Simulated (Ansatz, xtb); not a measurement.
**Ligand exchange: C2H3I + SiH4 → C2H6Si + HI**

Species: C2H3I (vinyl iodide) `C=CI`, singlet; SiH4 (silane) `[SiH4]`, singlet; C2H6Si (vinylsilane) `C=C[SiH3]`, singlet; HI (hydrogen iodide), singlet. The partners trade I for SiH3: C–I and H–SiH3 bonds give way to C–SiH3 and H–I.

Shapes, held fixed at every level: PBE0-D4/def2-TZVP. Programs: Ansatz 0.2.0, xtb 6.7.1. The zero-point and thermal change to 298 K, harmonic and unscaled (PBE0-D4/def2-TZVP), is -0.7 kJ/mol.

```csv
level,kind,ΔH(298 K) (kJ/mol),less CCSD(T)/def2-TZVPP,CPU time (sum over the molecules)
GFN0-xTB,semi-empirical,+42.5,+83.5,0.12 s
SPW92/def2-TZVPP,LDA,-40.9,+0.1,7.6 s
r2SCAN-D4/def2-TZVPP,meta-GGA,-40.8,+0.2,19 s
PBE0-D4/def2-TZVPP,global hybrid,-42.0,-1.0,10 s
wB97M-V/def2-TZVPP,range-separated hybrid,-44.6,-3.6,38 s
wB97X-V/def2-TZVPP,range-separated hybrid,-42.9,-1.9,30 s
B2PLYP/def2-TZVPP,double hybrid,-39.5,+1.5,20 s
CCSD(T)/def2-SVP,coupled cluster or CI,-46.8,-5.8,8.9 s
CCSD(T)/def2-TZVPP,coupled cluster or CI,-41.0,0.0,2.2 min
```

The highest level, CCSD(T)/def2-TZVPP, gives ΔH(298 K) = -41.0 kJ/mol; the levels span -46.8 to +42.5. They disagree on the sign: 1 of 9 are positive. GFN0-xTB strays far from the other rows. The column of differences is taken from that level and isn't an error. No measured value is set beside it here. For atoms past krypton def2 sets carry core potentials with scalar relativity. Outer-core shells of I are correlated, in sets that cover them unevenly. Times are processor times on shared x86 and Arm servers, and rough.
